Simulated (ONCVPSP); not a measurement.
# holmium: ONCV pseudisation with Wu-Cohen, scalar-relativistic reference atom.

Input for ONCVPSP 4.0.1:

```
# ATOM AND REFERENCE CONFIGURATION
# atsym  z   nc   nv     iexc    psfile
  Ho 67.00    9    5  -118130      upf
#
#   n    l    f
    1    0    2.00
    2    0    2.00
    2    1    6.00
    3    0    2.00
    3    1    6.00
    3    2   10.00
    4    0    2.00
    4    1    6.00
    4    2   10.00
    4    3   11.00
    5    0    2.00
    5    1    6.00
    5    2    0.50
    6    0    1.50
#
# PSEUDOPOTENTIAL AND OPTIMIZATION
# lmax
    3
#
#   l,   rc,      ep,       ncon, nbas, qcut
    0    1.80    0.00    3    6    8.40
    1    1.35    0.00    4    7    6.10
    2    3.80    0.00    4    8    3.40
    3    1.35    0.00    4    9   12.80
#
# LOCAL POTENTIAL
# lloc, lpopt,  rc(5),   dvloc0
    4    3    1.30    1.00
#
# VANDERBILT-KLEINMAN-BYLANDER PROJECTORs
# l, nproj, debl
    0    2    3.50
    1    1    1.30
    2    3    2.20
    3    2    2.30
#
# MODEL CORE CHARGE
# icmod, fcfact, rcfact
    0    0.00    0.00
#
# LOG DERIVATIVE ANALYSIS
# epsh1, epsh2, depsh
   -3.00    5.00    0.02
#
# OUTPUT GRID
# rlmax, drl
    6.00    0.01
#
# TEST CONFIGURATIONS
# ncnf
    4
# nvcnf
#   n    l    f
    5
    4    3   11.00
    5    0    2.00
    5    1    6.00
    5    2    0.00
    6    0    2.00
#
    5
    4    3   11.00
    5    0    2.00
    5    1    6.00
    5    2    0.00
    6    0    1.00
#
    5
    4    3   11.00
    5    0    2.00
    5    1    6.00
    5    2    0.00
    6    0    0.00
#
    5
    4    3   11.00
    5    0    2.00
    5    1    6.00
    5    2    0.00
    6    0    1.50
#
```

Command:

```bash
oncvpsp.x < Ho.dat > Ho.out
```

Resulting log (shortened: citation, most of the input echo, consistency checks and plot data are left out):

```
ONCVPSP  (Optimized Norm-Conservinng Vanderbilt PSeudopotential)
scalar-relativistic version 4.0.1

#   n    l    f        energy (Ha)
    1    0    2.00    -2.0394117E+03
    2    0    2.00    -3.4110584E+02
    2    1    6.00    -3.0220811E+02
    3    0    2.00    -7.6167596E+01
    3    1    6.00    -6.4282061E+01
    3    2   10.00    -4.9195638E+01
    4    0    2.00    -1.5027639E+01
    4    1    6.00    -1.1116068E+01
    4    2   10.00    -5.8329630E+00
    4    3   11.00    -1.0256679E-01
    5    0    2.00    -1.8367550E+00
    5    1    6.00    -9.3699987E-01
    5    2    0.50    -3.2763701E-02
    6    0    1.50    -1.3577373E-01

Reference configufation results
  iterations    48
  all-electron total energy (Ha)   -1.26152864D+04

Begin loop to  construct optimized pseudo wave functions
and semi-local pseudopoentials for all angular momenta

Calculating optimized projector #   1

 for l=   0

    Fraction of norm inside rc  0.885116
    Optimizing pswf for qcut=   8.39 a_B^-1,  ecut=  35.18 Ha
    Residual kinetic energy error=  1.47D-07 Ha

    Energy error per electron        Cutoff
         Ha          eV             Ha
         0.01000     0.27211       15.31
         0.00100     0.02721       19.78
         0.00010     0.00272       23.35
         0.00001     0.00027       26.26

Calculating optimized projector #   2

 for l=   0

    Fraction of norm inside rc  0.035268
    Optimizing pswf for qcut=   8.39 a_B^-1,  ecut=  35.18 Ha
    Residual kinetic energy error=  7.62D-09 Ha

    Energy error per electron        Cutoff
         Ha          eV             Ha
         0.01000     0.27211       10.84
         0.00100     0.02721       16.74
         0.00010     0.00272       21.45
         0.00001     0.00027       25.46

Calculating optimized projector #   1

 for l=   1

    Fraction of norm inside rc  0.412165
    Optimizing pswf for qcut=   6.10 a_B^-1,  ecut=  18.61 Ha
    Residual kinetic energy error=  3.35D-03 Ha

    Energy error per electron        Cutoff
         Ha          eV             Ha
         0.01000     0.27211       15.34
         0.00100     0.02721       33.49
         0.00010     0.00272       71.48
         0.00001     0.00027       83.15

   Wellstate for l =  2  n =  9
     eigenvalue =   2.1672
     asymptotic potential =   2.6672
     half-point radius =  6.9407

   Wellstate for l =  2  n = 11
     eigenvalue =   4.3672
     asymptotic potential =   4.8672
     half-point radius =  6.6593

Calculating optimized projector #   1

 for l=   2

    Fraction of norm inside rc  0.607043
    Optimizing pswf for qcut=   3.40 a_B^-1,  ecut=   5.78 Ha
    Residual kinetic energy error=  3.33D-05 Ha

    Energy error per electron        Cutoff
         Ha          eV             Ha
         0.01000     0.27211        3.40
         0.00100     0.02721        4.52
         0.00010     0.00272        5.48
         0.00001     0.00027       11.23

Calculating optimized projector #   2

 for l=   2

    Fraction of norm inside rc  0.194708
    Optimizing pswf for qcut=   3.40 a_B^-1,  ecut=   5.78 Ha
    Residual kinetic energy error=  6.79D-03 Ha

    Energy error per electron        Cutoff
         Ha          eV             Ha
         0.01000     0.27211        5.57
         0.00100     0.02721       14.08
         0.00010     0.00272       21.34
         0.00001     0.00027       26.50

Calculating optimized projector #   3

 for l=   2

    Fraction of norm inside rc  0.154912
    Optimizing pswf for qcut=   3.40 a_B^-1,  ecut=   5.78 Ha
    Residual kinetic energy error=  3.77D-01 Ha

    Energy error per electron        Cutoff
         Ha          eV             Ha
         0.01000     0.27211       10.15
         0.00100     0.02721       24.24
         0.00010     0.00272       27.42
         0.00001     0.00027       34.45

   Wellstate for l =  3  n =  6
     eigenvalue =   2.1974
     asymptotic potential =   2.6974
     half-point radius =  3.6396

Calculating optimized projector #   1

 for l=   3

    Fraction of norm inside rc  0.864527
    Optimizing pswf for qcut=  12.79 a_B^-1,  ecut=  81.78 Ha
    Residual kinetic energy error=  9.05D-05 Ha

    Energy error per electron        Cutoff
         Ha          eV             Ha
         0.01000     0.27211       62.29
         0.00100     0.02721       70.66
         0.00010     0.00272       81.29

Calculating optimized projector #   2

 for l=   3

    Fraction of norm inside rc  0.063495
    Optimizing pswf for qcut=  12.79 a_B^-1,  ecut=  81.78 Ha
    Residual kinetic energy error=  2.85D-05 Ha

    Energy error per electron        Cutoff
         Ha          eV             Ha
         0.01000     0.27211       59.38
         0.00100     0.02721       69.78
         0.00010     0.00272       77.48
         0.00001     0.00027      112.16

Construct Vanderbilt / Kleinmman-Bylander projectors

B matrix Hermiticity error, ll=   0
   1   2    1.4127E-04

  Orthonormal projector coefficients  1.1066E+01  1.0491E+00

B matrix Hermiticity error, ll=   2
   1   2   -5.6442E-05
   1   3   -1.4543E-04
   2   3   -8.8117E-05

  Orthonormal projector coefficients  3.4934E+00 -1.5451E+00 -5.6254E-01

B matrix Hermiticity error, ll=   3
   1   2   -4.1830E-04

  Orthonormal projector coefficients -2.1031E+01 -6.8347E+00

Pseudoatom total energy -160.130332

Diagnostic tests using Vanderbilt-Kleinman-Bylander pseudopotentials
  1 or more projectors used as specified by nproj input data

   l    rcore       rmatch      e in        delta e   norm test  slope test

   0   1.8026493   1.8573817  -1.8367550  -0.0000012   1.0001470   1.0001483
   0   1.8026493   1.8573817  -0.1357737   0.0000024   1.0000433   1.0000345

   1   1.3527208   1.3937924  -0.9369999  -0.0000082   1.0000013   1.0000552

   2   3.8076660   3.9232750  -0.0327637   0.0000000   0.9999741   0.9999733
   2   3.8076660   3.9232750   2.1672363   0.0000166   1.0001693   1.0001693
   2   3.8076660   3.9232750   4.3672363   0.0000267   0.9998714   0.9998714

   3   1.3527208   1.3937924  -0.1025668   0.0000011   1.0003311   1.0003246
   3   1.3527208   1.3937924   2.1974332   0.0000970   1.0003654   1.0003654

 Testing for bound ghosts
   n   l    E NL Schr. Eq   E Basis Diag.   E Cutoff

   1   0       -1.836756       -1.836749     39.35
   2   0       -0.135771       -0.045566     39.35

   2   1       -0.937008       -0.933003     83.72

   3   2       -0.032764       -0.031567     30.53

   4   3       -0.102566       -0.100409    269.95

 Testing for highly-localized positive-energy ghosts
       l    <radius>/rc     E Basis Diag.   E Cutoff

       0        0.540704        9.616656     39.35  WARNING - GHOST(+)

       2        0.991689        6.780575     30.53  WARNING - GHOST(+)

Test configuration 0

   n   l     f        eae           eps        diff
   1   0  2.0000-2039.41168903
   2   0  2.0000 -341.10584240
   2   1  6.0000 -302.20811476
   3   0  2.0000  -76.16759588
   3   1  6.0000  -64.28206110
   3   2 10.0000  -49.19563788
   4   0  2.0000  -15.02763856
   4   1  6.0000  -11.11606818
   4   2 10.0000   -5.83296304
   4   3 11.0000   -0.10256679   -0.10256566    1.13D-06
   5   0  2.0000   -1.83675500   -1.83675621   -1.21D-06
   5   1  6.0000   -0.93699987   -0.93700808   -8.21D-06
   5   2  0.5000   -0.03276370   -0.03276368    1.70D-08
   6   0  1.5000   -0.13577373   -0.13577135    2.38D-06

    Total energies and differences
      AE_ref= -1.26152864D+04  AE_tst= -1.26152864D+04  dif=  0.00D+00
      PS_ref= -1.60130332D+02  PS_tst= -1.60130332D+02  dif=  2.33D-09
      PSP excitation error= -2.33D-09

Test configuration 1

   n   l     f        eae           eps        diff
   1   0  2.0000-2039.42413153
   2   0  2.0000 -341.11926301
   2   1  6.0000 -302.22152033
   3   0  2.0000  -76.18052421
   3   1  6.0000  -64.29499584
   3   2 10.0000  -49.20868834
   4   0  2.0000  -15.04090803
   4   1  6.0000  -11.12946692
   4   2 10.0000   -5.84661928
   4   3 11.0000   -0.11662208   -0.11377316    2.85D-03
   5   0  2.0000   -1.85235960   -1.84981580    2.54D-03
   5   1  6.0000   -0.95137600   -0.94936855    2.01D-03
   6   0  2.0000   -0.13996035   -0.13988926    7.11D-05

    Total energies and differences
      AE_ref= -1.26152864D+04  AE_tst= -1.26153372D+04  dif= -5.08D-02
      PS_ref= -1.60130332D+02  PS_tst= -1.60181604D+02  dif= -5.13D-02
      PSP excitation error=  5.04D-04

Test configuration 2

   n   l     f        eae           eps        diff
   1   0  2.0000-2039.66466620
   2   0  2.0000 -341.35874837
   2   1  6.0000 -302.46114460
   3   0  2.0000  -76.41864063
   3   1  6.0000  -64.53313942
   3   2 10.0000  -49.44695949
   4   0  2.0000  -15.27956074
   4   1  6.0000  -11.36832903
   4   2 10.0000   -6.08578070
   4   3 11.0000   -0.35635235   -0.35331855    3.03D-03
   5   0  2.0000   -2.09494130   -2.09173207    3.21D-03
   5   1  6.0000   -1.19347947   -1.19094221    2.54D-03
   6   0  1.0000   -0.32639122   -0.32606995    3.21D-04

    Total energies and differences
      AE_ref= -1.26152864D+04  AE_tst= -1.26151047D+04  dif=  1.82D-01
      PS_ref= -1.60130332D+02  PS_tst= -1.59949935D+02  dif=  1.80D-01
      PSP excitation error=  1.32D-03

Test configuration 3

psatom: WARNING lschvkbb convergence error n,l,iter=   3   2   3
ea(ii),et,emin,emax -3.276368E-02 -3.604005E-02 -3.604005E-02 -3.604005E-02
run_config: WARNING for fully non-local PS atom, stg. 1
 WARNING no output for configuration 4

Test configuration 4

   n   l     f        eae           eps        diff
   1   0  2.0000-2039.53874141
   2   0  2.0000 -341.23347481
   2   1  6.0000 -302.33579325
   3   0  2.0000  -76.29416134
   3   1  6.0000  -64.40864505
   3   2 10.0000  -49.32239221
   4   0  2.0000  -15.15478173
   4   1  6.0000  -11.24343224
   4   2 10.0000   -5.96071690
   4   3 11.0000   -0.23099991   -0.22803506    2.96D-03
   5   0  2.0000   -1.96801377   -1.96515225    2.86D-03
   5   1  6.0000   -1.06690256   -1.06464037    2.26D-03
   6   0  1.5000   -0.23120967   -0.23102442    1.85D-04

    Total energies and differences
      AE_ref= -1.26152864D+04  AE_tst= -1.26152441D+04  dif=  4.22D-02
      PS_ref= -1.60130332D+02  PS_tst= -1.60089107D+02  dif=  4.12D-02
      PSP excitation error=  1.02D-03
```

The run took about 6.8 s on one core of a shared server CPU.
